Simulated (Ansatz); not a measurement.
`NCCN` + `N=C[SiH3]` → `NC/N=C/[SiH3]` + CH₃NH₂  (substitution at a C–C bond)

Computed with Ansatz on PBE0-D4/def2-TZVP structures; ΔE is electronic, products minus reactants. CCSD(T)/CBS is the MP2 limit (def2-TZVPP, def2-QZVPP) plus CCSD(T) − MP2 in def2-TZVPP, frozen cores. Functionals use def2-TZVPP. B3LYP here is the variant with VWN-RPA as its local correlation; programs differ in this. One conformer a species, not always the lowest.

```csv
level,ΔE (kJ/mol),difference from CCSD(T)/CBS
PBE-D4,8.7,-4.4
r2SCAN-D4,9.6,-3.5
B3LYP-D4,8.2,-4.9
ωB97X-V,11.8,-1.3
ωB97M-V,13.5,0.4
B2PLYP,8.9,-4.2
r2SCAN,9.8,-3.3
PBE0,9.8,-3.3
B3LYP,7.3,-5.8
HF/def2-TZVPP,8.9,-4.2
SCS-MP2/def2-TZVPP,10.4,-2.7
CCSD(T)/def2-TZVPP,12.7,-0.4
HF/def2-QZVPP,8.5,-4.6
SCS-MP2/def2-QZVPP,10.5,-2.6
HF/CBS(def2),8.5,-4.6
CCSD/CBS(def2),13.6,0.5
CCSD(T)/CBS,13.1,0
```

Largest T1 diagnostic among the species: 0.012.
